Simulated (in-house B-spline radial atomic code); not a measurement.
A radial electron density 4πr²n(r) was computed for an atom or ion in its tabulated ground configuration with a B-spline radial code for spherical atoms; method: non-relativistic OLYP, spin-polarised, spherical fractional occupations. Columns: r (bohr), 4πr²n(r) (electrons per bohr), bar.

```
 0.00198    1.164 #
 0.00236    1.612 #
 0.00281    2.216 ##
 0.00334     3.02 ###
 0.00397    4.088 ####
 0.00473    5.511 #####
 0.00563    7.345 #######
 0.00669    9.651 #########
 0.00796    12.54 ###########
 0.00947    16.02 ###############
  0.0113    20.15 ##################
  0.0134     24.6 ######################
   0.016    29.45 ###########################
   0.019    33.99 ###############################
  0.0226     37.9 ##################################
  0.0269    40.56 #####################################
   0.032     41.5 ######################################
   0.038    40.61 #####################################
  0.0452    38.29 ###################################
  0.0538     35.6 ################################
   0.064    34.07 ###############################
  0.0762    35.05 ################################
  0.0906    38.85 ###################################
   0.108    44.29 ########################################
   0.128    48.41 ############################################
   0.153    48.58 ############################################
   0.181    43.81 ########################################
   0.216    35.59 ################################
   0.257    28.56 ##########################
   0.306    26.14 ########################
   0.364    28.36 ##########################
   0.433    31.52 #############################
   0.515    31.39 ############################
   0.612    26.47 ########################
   0.728    18.48 #################
   0.866    10.57 ##########
    1.03    4.896 ####
    1.23    1.783 ##
    1.46   0.5403 
    1.74   0.1232 
    2.07  0.02049
```

Question: Which atom or ion is it?
A. Se7+
B. Rb8+
C. Se6+
D. As7+

Answer: A. The area under the curve, ∫4πr²n dr = ∫r·4πr²n d(ln r) on this logarithmic grid, is 27 electrons, which only this option has. The configuration is [Ar] 3d9.
